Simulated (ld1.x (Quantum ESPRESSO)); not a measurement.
**Mo (Z = 42): variants of one PAW potential**

Base potential:

Mo (Z = 42), PAW, made with ld1.x (Quantum ESPRESSO) 7.5 (LDA (PZ), fully relativistic). Core [Ar] 3d10, reference 4s2 4p6 4d5 5s0.5 5p0.5. Waves: 4s (bound): rcut 1.65, rcutus 1.95 bohr; 5s (bound): rcut 1.65, rcutus 1.95 bohr; 4p (bound): rcut 1.65, rcutus 1.95 bohr; 5p (bound): rcut 1.65, rcutus 1.95 bohr; 4d (bound): rcut 1.50, rcutus 2.05 bohr; 4d channel at 0.6 Ry: rcut 1.50, rcutus 2.05 bohr. Local part: all-electron potential smoothed inside 1.60 bohr (lloc = -1). Core correction: Bessel-smoothed model core, default radius (core density twice the valence density). Augmentation charge: PSQ, inside the norm-conserving radii.

Open shells are filled in proportion to 2j + 1 (rel_dist='average').

All-electron outer shells of the reference configuration (LDA (PZ), scalar-relativistic, ld1.x):

| shell | level (eV) | outermost node (bohr) | outermost maximum (bohr) |
| --- | --- | --- | --- |
| 3p | -379.59 | 0.17 | 0.38 |
| 3d | -222.00 | – | 0.32 |
| 4s | -65.12 | 0.51 | 0.99 |
| 4p | -39.29 | 0.52 | 1.06 |
| 5s | -4.81 | 1.34 | 2.89 |
| 4d | -4.59 | 0.53 | 1.38 |
| 5p | -1.57 | 1.54 | 4.00 |

Cutoffs, loose and tight: the cutoffs (Ry, on a coarse ladder) from which the occupation-weighted sum of valence levels, in a spherical-Bessel basis at the reference potential, stays within 10 and 1 mRy of its value at 400 Ry. They do not see the model core or the augmentation charge, which bear on the density cutoff. Test errors are all-electron minus pseudo excitation energies from the reference, over the configurations 4s2 4p6 4d5 5s1 5p0; 4s2 4p6 4d5 5s0 5p0; 4s2 4p6 4d4 5s0 5p0; 4s2 4p6 4d3 5s0 5p0; 4s2 4p5 4d5 5s1 5p0; 4s2 4p6 4d4 5s1 5p1; 4s2 4p6 4d4 5s2 5p0. A dash means not determined; rows that change the core or the reference have their own tests.

Cutoffs are not given where the Bessel-basis levels miss the radial ones by over 6 mRy, ghosts where they miss by over 20 mRy; a channel whose overlap is not positive is not tested.

The default core radius of the base comes out at 0.72 bohr.

```csv
change,outcome,bound ghosts,largest test error (meV)
base,generated,not determined,+11
"core correction a·sin(br)/r model core, default radius (ld1.x builds one for every PAW set, though the input has nlcc=.false.)",generated,not determined,+5.3
core correction Bessel-smoothed model core inside 0.80 bohr,generated,not determined,+10
core correction Bessel-smoothed model core inside 0.92 bohr,generated,not determined,+9.6
core correction Bessel-smoothed model core inside 1.20 bohr,generated,not determined,+7.1
core correction Bessel-smoothed model core inside 1.38 bohr,generated,not determined,+5.8
core correction Bessel-smoothed model core inside 1.54 bohr,generated,not determined,+5.3
core correction Bessel-smoothed model core inside 1.74 bohr,generated,not determined,+5.3
core correction Bessel-smoothed model core inside 1.92 bohr,generated,not determined,+5.3
core correction Bessel-smoothed model core inside 2.18 bohr,generated,not determined,+5.3
core correction Bessel-smoothed model core inside 2.34 bohr,generated,not determined,+5.3
```
